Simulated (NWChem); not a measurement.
# InH₂OF; SMILES [OH][InH][F]

```xyz
5

In    -0.2953    -0.0220     0.0000
H     -1.9895    -0.0563     0.0000
F      0.7744    -1.6705     0.0000
O      0.9502     1.5221     0.0000
H      1.8684     1.2245     0.0000
```
Atoms are numbered in this order, from 1.

Results from NWChem. Structure relaxed at the PBE0/def2-SVP level. def2 effective core potentials on In; no spin-orbit coupling. Static field.

Question: Predict the results for Hartree-Fock/def2-SVPD. Quantities: isotropic polarisability (bohr³); anisotropy (bohr³).

Answer: 
| Property | Result |
|---|---|
| isotropic polarisability (bohr³) | 32.2 |
| anisotropy (bohr³) | 8.6 |
